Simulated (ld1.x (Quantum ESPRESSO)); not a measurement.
## Reading a pseudo-wave (rhenium (Re))

Columns: radius, all-electron u(r) and pseudo u(r) of the 6s shell (level -14.16 eV) of rhenium in the configuration [Xe] 4f14 5d5 6s0.5 6p0; revPBE, non-relativistic, TM scheme, ld1.x (Quantum ESPRESSO) 7.5.

```tsv
r (bohr)	all-electron	pseudo
0.145	0.1311	-0.0255
0.290	-0.1124	-0.0508
0.435	-0.1751	-0.0756
0.580	0.0454	-0.0998
0.725	0.2468	-0.1236
0.870	0.3261	-0.1474
1.015	0.2943	-0.1727
1.160	0.1911	-0.2011
1.305	0.0536	-0.2352
1.450	-0.0916	-0.2776
1.595	-0.2285	-0.3301
1.740	-0.3486	-0.3926
1.885	-0.4481	-0.4614
2.030	-0.5267	-0.5287
2.175	-0.5852	-0.5852
2.320	-0.6257	-0.6257
2.465	-0.6504	-0.6504
2.610	-0.6618	-0.6618
2.755	-0.6619	-0.6619
2.900	-0.6530	-0.6530
3.045	-0.6370	-0.6370
3.190	-0.6154	-0.6154
3.335	-0.5898	-0.5898
3.480	-0.5614	-0.5614
3.625	-0.5312	-0.5312
3.770	-0.5000	-0.5000
```

Q: How many radial nodes do the two functions have?

A: The all-electron 6s function has n − l − 1 = 5 (the table is too coarse to show those close to the nucleus); the pseudo-wave has 0, since the states of the same l below it are removed with the core.

Q: At about which radius was the pseudo-wave matched?

A: 2.30 bohr, where the columns begin to agree (steps of 0.14 bohr).

Q: Where does each function peak?

A: Outermost all-electron maximum near 2.75 bohr, pseudo maximum near 2.75 bohr (to the table’s step).

Q: Is the pseudo-wave norm-conserving?

A: Yes: the TM scheme keeps the norm inside the radius equal to the all-electron one, which fixes the energy derivative of the logarithmic derivative at the level.
